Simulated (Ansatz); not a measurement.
`CC(C)OB(O)O`. The species carries charge 0 and has multiplicity 1. Geometry: relaxed with PBE0-D4/def2-TZVP. It is one conformer, not always the lowest.

```xyz
16

C    -1.162   -0.299   -1.423
C    -0.202    0.374   -0.465
C     0.894    1.135   -1.178
O     0.403   -0.632    0.346
B     0.259   -0.667    1.696
O     0.870   -1.664    2.412
O    -0.482    0.271    2.360
H    -1.646    0.442   -2.064
H    -0.628   -1.010   -2.058
H    -1.937   -0.839   -0.876
H    -0.757    1.060    0.183
H     0.469    1.916   -1.812
H     1.478    0.459   -1.807
H     1.568    1.605   -0.460
H     1.359   -2.261    1.841
H    -0.487    0.110    3.305
```

Problem. What is the dipole moment at B3LYP/def2-TZVPP? (An estimate is asked.)

Solution. Computed: 0.45 D, with components (0.02, 0.05, -0.44) D in this frame, pointing from negative to positive charge.

Problem. And with PBE, r2SCAN, ωB97M-V? (An estimate is asked.)

Solution. The calculation gave: PBE 0.40 D, r2SCAN 0.43 D, ωB97M-V 0.44 D.

Problem. Give the Mulliken charges with B3LYP, r2SCAN, PBE in def2-TZVPP. (Best estimate.)

Solution. Computed: 
```csv
atom,B3LYP,r2SCAN,PBE
C1,-0.25,-0.15,-0.25
C2,0.22,0.27,0.21
C3,-0.25,-0.15,-0.25
O4,-0.36,-0.37,-0.29
B5,0.37,0.41,0.27
O6,-0.32,-0.35,-0.29
O7,-0.32,-0.35,-0.29
H8,0.07,0.04,0.07
H9,0.07,0.04,0.07
H10,0.08,0.05,0.08
H11,0.05,0.02,0.04
H12,0.07,0.04,0.07
H13,0.07,0.04,0.07
H14,0.08,0.05,0.08
H15,0.20,0.21,0.20
H16,0.20,0.21,0.20
```

B3LYP here is the variant with VWN-RPA as its local correlation; programs differ in this.
